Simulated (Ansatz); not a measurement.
Compare A (`F[SiH](Cl)O[SiH2]Cl`) with its isomer B (`O[SiH](F)[SiH](Cl)Cl`).

Isolated molecules relaxed with PBE0-D4/def2-TZVP in Ansatz; ΔE leaves out vibrations. CCSD(T)/CBS adds triple-zeta CCSD(T) − MP2 to the extrapolated MP2 energy (def2 sets, frozen cores). Functionals use def2-TZVPP. B3LYP here is the variant with VWN-RPA as its local correlation; programs differ in this. One conformer a species, not always the lowest.

Question: Which isomer does CCSD(T)/CBS put lower? Give the gap. (Estimate.)

Answer: Computed: A, by 144.3 kJ/mol.

Question: Give E(B) − E(A) in kJ/mol with MP2/def2-TZVPP, CCSD/def2-TZVPP, PBE-D4, CCSD(T)/def2-SVP, CCSD(T)/def2-TZVPP, B3LYP-D4, ωB97M-V. (Best estimate.)

Answer: Computed: MP2/def2-TZVPP 151.7, CCSD/def2-TZVPP 151.0, PBE-D4 112.1, CCSD(T)/def2-SVP 144.4, CCSD(T)/def2-TZVPP 146.8, B3LYP-D4 138.9, ωB97M-V 144.7. None reverses the order clearly.

Largest T1 diagnostic: 0.011.

From BLYP to BHLYP (50 % exact exchange), in def2-TZVPP and without D4, E(B) − E(A) moves by +24.4 kJ/mol. In def2-TZVPP, CCSD(T) changes the Hartree–Fock value by −25.8 kJ/mol (the triples alone add −4.2 kJ/mol) and MP2 by −20.8 kJ/mol.
